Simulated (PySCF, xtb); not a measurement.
trifluoroacetic acid (C2HF3O2), SMILES O=C(O)C(F)(F)F. One conformer was computed; it need not be the lowest.

Harmonic wavenumbers (cm⁻¹) from GFN2-xTB (xtb) at its own minimum, in rising order: 29, 184, 207, 361, 394, 448, 535, 613, 627, 725, 740, 1081, 1100, 1128, 1144, 1257, 1848, 3398.

Problem. What does PBE0-D3(BJ)/def2-SVP run with PySCF 2.14.0 give at its own minimum? (The exact figures need the calculation; the answer reports its results.)

Solution. 32, 239, 242, 399, 436, 519, 605, 623, 685, 809, 827, 1194, 1250, 1258, 1322, 1478, 1948, 3803. Paired by order, the mean absolute difference is 103 cm⁻¹ and the zero-point energies are 22.6 and 25.3 kcal/mol.
